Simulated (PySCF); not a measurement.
# Structure elucidation problem

The spectra below were simulated for a compound C7H13PSi.

1H NMR (400 MHz, computed): δ 7.11 (m, 1H), 3.85 (m, 3H), 2.35 (m, 3H), 2.26 (s, 3H), 2.20 (m, 3H).

13C{1H} NMR (computed): δ 152.9 (C), 151.5 (C), 147.3 (CH), 145.6 (C), 18.0 (CH3), 17.4 (CH3), 16.1 (CH3).

No relativistic terms, single conformer, rapidly exchanging positions averaged, no solvent. Geometry from GFN2-xTB; GIAO PBE0/pcSseg-1 shieldings; PySCF 2.14.0 with density-fitted response routines.

Chemical shifts δ = σref − σ; 1H (σ = 31.72 ppm), 13C (σ = 186.93 ppm) vs TMS, all at this level.

Q: What is the structure?

A: 
- 7 carbon signals for 7 carbons: no two carbons are equivalent.
- Carbon types of the structure: 3 × C, 1 × CH, 3 × CH3, leaving 3 H on heteroatoms.
- δC 152.9, 151.5, 145.6: unsaturated ring carbon.
- δC 147.3: unsaturated ring CH.
- δC 18.0, 17.4, 16.1: methyl carbon on an unsaturated ring; a saturated carbon with 1 carbon neighbour and no heteroatom attached.
- δH 7.11: hydrogen on a unsaturated ring CH.
- δH 3.85: hydrogen on a silicon bonded to P.
- δH 2.35, 2.26, 2.20: hydrogen on a methyl carbon on an unsaturated ring.

The compound is SMILES Cc1cc(C)p([SiH3])c1C.

The shifts were computed for this structure.

Splittings by 31P in the carbon and heteronuclear signals aren't shown, as no couplings were computed. Shifts are as computed. Against solution values, carbons near 30 ppm lie about +3 ppm off and those near 130 ppm about +5 ppm. Of 1211 compounds with measured shifts, 218 miss one by over three times the rms of a fit or turn the order of signals round; such compounds aren't used in these exercises. Multiplicities follow the n + 1 count of equivalent neighbours, as no J values were calculated; m marks all less simple cases, F and P coupling included.
